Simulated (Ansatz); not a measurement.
The cluster PdSe2⁻ (the lowest doublet isomer of a short search) was relaxed with PBE0-D4 (def2-TZVPD) in Ansatz in these states: charge -1 doublet, charge -1 quartet. The geometries follow in no particular order.

In the def2 sets Pd takes a core potential; there is no spin–orbit coupling.

A:

```csv
atom,x (Å),y (Å),z (Å)
Pd1,-0.378,-0.483,-1.324
Se2,0.755,1.106,0.185
Se3,-0.377,-0.624,1.139
```

B:

```xyz
3

Pd    0.438    1.224   -0.527
Se   -0.320   -1.057   -0.854
Se   -0.117   -0.167    1.381
```

Question: Judge from the bond lengths which geometry belongs to which state (an estimate).

Answer: A is the charge -1 quartet (Se2–Se3 2.278 Å, Pd1–Se2 2.467 Å, Pd1–Se3 2.467 Å); B is the charge -1 doublet (Se2–Se3 2.414 Å, Pd1–Se2 2.425 Å, Pd1–Se3 2.425 Å).

At PBE0-D4/def2-TZVPD the highest occupied level of the charge -1 quartet lies above zero (up to 0.65 eV). It is a level of α spin, whose loss leaves a triplet; that state wasn't run at this geometry and level. The electron is either unbound and held by the finite basis, or the level is raised by self-interaction error. At PBE0-D4/def2-TZVPD a doublet lies 1.06 eV below the charge -1 quartet. These are the stationary points nearest to one start from a short search; other shapes may lie lower in each state.
